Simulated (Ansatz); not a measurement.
Cost and result for the atomization energy of CH₇BO₂Si (`B[SiH](O)OC`) (12 atoms, 11 bonds).

Z-matrix (Å, degrees):
```
Si
O 1 1.651
O 1 1.643 2 113.9
B 1 2.011 2 111.7 3 115.8
H 1 1.488 2 102.6 3 -117.2
H 2 0.959 1 116.7 3 -68.1
C 3 1.410 1 124.8 2 -73.6
H 4 1.198 1 119.9 2 -51.4
H 4 1.196 1 123.4 2 128.8
H 7 1.092 3 108.6 1 -157.6
H 7 1.094 3 110.8 1 83.2
H 7 1.096 3 111.6 1 -37.9
```

Total charge 0; spin multiplicity 1. Geometry: relaxed with PBE0-D4/def2-TZVP. It is one conformer, not always the lowest. Program: Ansatz. All runs use 4 threads of an Intel Xeon 6975P-C on a shared host. Times are those of one run each, without the atoms' runs, and a repeat can differ threefold. Electronic energies, without spin–orbit coupling; frozen cores. CCSD(T)/CBS adds CCSD(T) − MP2 in def2-TZVPP to the MP2 limit, and its time is that of the two runs behind it. T1 = 0.012. B3LYP takes the VWN-RPA correlation (the form of Gaussian; ORCA's B3LYP/G).

CCSD(T)/CBS is a level of theory with its own doubt, some kJ/mol a heavy atom from the limit and from the frozen cores, so smaller differences don't rank the functionals.

```
                             level  functions  wall time
                PBE0-D4/def2-TZVPP        264      1.6 s
   PBE-D4/def2-TZVPP (with forces)        264        2 s
r2SCAN-D4/def2-TZVPP (with forces)        264      2.5 s
 B3LYP-D4/def2-TZVPP (with forces)        264      3.2 s
                 B2PLYP/def2-TZVPP        264      3.3 s
                ωB97X-V/def2-TZVPP        264      4.2 s
  ωB97M-V/def2-TZVPP (with forces)        264        6 s
                    MP2/def2-QZVPP        508       17 s
                CCSD(T)/def2-TZVPP        264       51 s
                 CCSD(T)/CBS(def2)          –       68 s
```

(1) What atomization energy does each give, and how far from CCSD(T)/CBS? (An estimate is asked.)

## Answers

(1) Ansatz gave: 
| level | atomization (kJ/mol) | difference from CCSD(T)/CBS | per bond |
| --- | --- | --- | --- |
| PBE0-D4/def2-TZVPP | 4369.3 | -30.7 | -2.8 |
| PBE-D4/def2-TZVPP (with forces) | 4438.4 | 38.4 | 3.5 |
| r2SCAN-D4/def2-TZVPP (with forces) | 4403.7 | 3.7 | 0.3 |
| B3LYP-D4/def2-TZVPP (with forces) | 4394.9 | -5.1 | -0.5 |
| B2PLYP/def2-TZVPP | 4353.4 | -46.6 | -4.2 |
| ωB97X-V/def2-TZVPP | 4409.8 | 9.8 | 0.9 |
| ωB97M-V/def2-TZVPP (with forces) | 4407.8 | 7.8 | 0.7 |
| MP2/def2-QZVPP | 4424.7 | 24.7 | 2.2 |
| CCSD(T)/def2-TZVPP | 4285.4 | -114.6 | -10.4 |
| CCSD(T)/CBS(def2) | 4400.0 | 0.0 | 0.0 |

The D4 term adds +34.3 kJ/mol with B3LYP and +18.1 kJ/mol with PBE0; it sums over pairs of atoms, weighted by their polarisabilities, and B3LYP, whose exchange is more repulsive, gets the larger term. In def2-TZVPP, CCSD(T) changes the Hartree–Fock value by +1030.8 kJ/mol (the triples alone add +53.9 kJ/mol) and MP2 by +1101.7 kJ/mol; breaking electron pairs costs correlation energy, which Hartree–Fock lacks. From PBE to PBE0 (25 % exact exchange), in def2-TZVPP and without D4, the atomization energy moves by −65.9 kJ/mol: exact exchange takes away binding that semilocal exchange gives to molecules.
